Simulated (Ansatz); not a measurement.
Relaxed structures of LiBNH₃S, singlet (PBE0-D4/def2-TZVP; forces vanish, vibrations not checked; lower isomers may exist, and structures with a doubtful reference or unclear bonds are left out; Å). Computed with Ansatz 0.2.0 (basis: def2-TZVPP); correlated methods freeze the cores. The outer core shell of Li, Na, Mg and K is correlated.

Question: Rank them by CCSD(T) energy, lowest first, and give each one's height above the lowest. Links in brackets join atoms within 1.22 times the sum of their covalent radii (1.1 for two metals). (To be estimated.)
A.
LiBNH₃S ([NH2][B]1[Li][SH]1)
```
7
angstrom
Li 0.5630 -2.2289 -1.6744
B 0.8214 -0.7332 -0.2773
N 1.1009 0.2905 0.6148
S 0.2125 0.0904 -2.0654
H 0.9957 1.2752 0.4170
H 1.4337 0.0885 1.5434
H -1.0921 -0.0619 -1.7771
```
B.
LiBNH₃S ([SH][B]12[H][Li]1[NH]2)
```
7
angstrom
Li -1.6000 0.0245 2.1273
B -0.8396 -0.1620 0.1337
N -0.0854 0.1079 1.2433
S -0.3037 -0.3437 -1.6117
H -2.0604 -0.3065 0.3204
H 0.9095 0.2323 1.1359
H -1.5099 -0.5917 -2.1420
```
C.
LiBNH₃S ([Li][B]([NH2])[SH])
```
7
angstrom
Li -2.2181 -0.1464 1.0670
B -0.2675 -0.0191 0.1131
N 0.9948 0.1768 0.7078
S -0.1018 -0.1728 -1.7314
H 1.8688 0.2264 0.2018
H 1.1111 0.2825 1.6982
H -1.3873 -0.3474 -2.0564
```
D.
LiBNH₃S ([NH2]1[Li]2[S][BH]12)
```
7
angstrom
Li -0.2584 1.5948 -0.6901
B -0.6016 -0.5258 -0.0310
N 0.7642 0.0397 0.0688
S -1.9631 0.5514 0.2629
H 1.5380 -0.5682 -0.1601
H 0.9575 0.5244 0.9373
H -0.6793 -1.6493 -0.4491
```

Answer: The calculation gives: D (0.00 kcal/mol), B (16.47 kcal/mol), C (54.89 kcal/mol), A (57.98 kcal/mol). Heights count from the lowest.

No T1 diagnostic of these runs exceeds 0.014.

For scale, one of the runs: CCSD(T)/def2-TZVPP, 165 basis functions, launched by `ansatz run in.yaml --threads 2 --pin off --events-out ev --progress --plain --max-ram 4352MiB`. Time: 25 s of wall clock on 2 CPU threads of an Arm Neoverse V2; the host was shared. Peak host memory: 1.3 GiB.
